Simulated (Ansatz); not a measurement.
A made-up structure of LiInHCl, closed shell:

```xyz
4
angstrom
Li -1.4442 -0.2215 -1.4029
In -0.1431 -1.6216 -0.4637
Cl 0.1392 1.0011 0.3343
H 1.1164 0.8823 1.2287
```

It is relaxed with PBE-D4/def2-SVP and then PBE0-D4/def2-TZVP (Ansatz 0.2.0). Atoms count as bonded within 1.22 times the sum of their covalent radii (H–H: 0.88 Å). The end point is not checked to be a true minimum.

Question: Does its bonding change? (A judgement: the text doesn't fix the answer.)

Answer: By the calculation: Yes. Formed: none; broken: Li1–Cl3, In2–Cl3.

Where it ends: The first stage lowers the energy by 1.69 eV in 12 steps. It ends as a complex of HCl + In + Li:
Li1  (-2.175, -0.402, -2.126)
In2  (-0.091, -1.776, -0.446)
Cl3  (0.495, 1.190, 0.707)
H4  (1.439, 1.029, 1.561)
(Å)

For scale, one of the runs: PBE0-D4/def2-TZVP relaxation, 107 basis functions, launched by `ansatz run in.yaml --threads 2 --pin off --events-out ev --progress --plain --max-ram 4352MiB`. The run took about 12 s on 2 CPU threads of an Arm Neoverse V2 (shared host).
